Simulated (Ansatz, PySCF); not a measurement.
Reaction (SMILES): BrB(Br)Br → Br[B]Br + Br atom (the B-Br bond at the site shown breaks; other sites are not compared here)
Structures are relaxed separately at B3LYP-D3(BJ)/def2-TZVP in Ansatz (an electronic-structure program). Frequencies are from Ansatz or PySCF.

Wanted: bond dissociation energy (enthalpy at 298 K, with B3LYP-D3(BJ) rigid-rotor harmonic-oscillator terms), in kcal/mol. Cores are frozen in the correlated levels unless marked. UHF or UKS for open shells. No spin-orbit coupling. Frozen are the shells of the preceding noble gas and the d and f shells that filled before the atom's block. No relativistic terms. Basis-set limits of correlation are two-point, X^-3; Hartree-Fock from the larger set.

```
level      program  bond dissociation energy (kcal/mol)
---------  -------  -----------------------------------
HF/STO-3G   Ansatz                                 93.0
```

Q: Predict the CCSD(T)/CBS(cc-pVTZ,cc-pVQZ) result (Ansatz).

A: 102.0 kcal/mol, so HF/STO-3G differs from it by -9.0 kcal/mol.
